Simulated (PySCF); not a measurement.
I2Mg, SMILES [I][Mg-][I], charge -1, multiplicity 2.

The structure is a stationary point at B3LYP-D3(BJ)/def2-SVPD. The def2 effective core potentials stand for the cores of I; spin–orbit coupling is left out.

These are C-PCM-PBE0/def2-SVPD in PySCF values and carry that method's errors.

The values are the electrostatic part of the solvation free energy, E(continuum) − E(gas) at the gas-phase geometry, in a cavity of scaled van der Waals radii (PySCF's table); cavitation and dispersion terms are not included. A continuum can't describe solvent molecules that bind to the metal.

| solvent | ε | ΔG(elec) (kcal/mol) |
|---|---|---|
| water | 78.36 | -43.8 |
| cyclohexanone | 15.62 | -41.5 |
| diethylether | 4.24 | -33.7 |
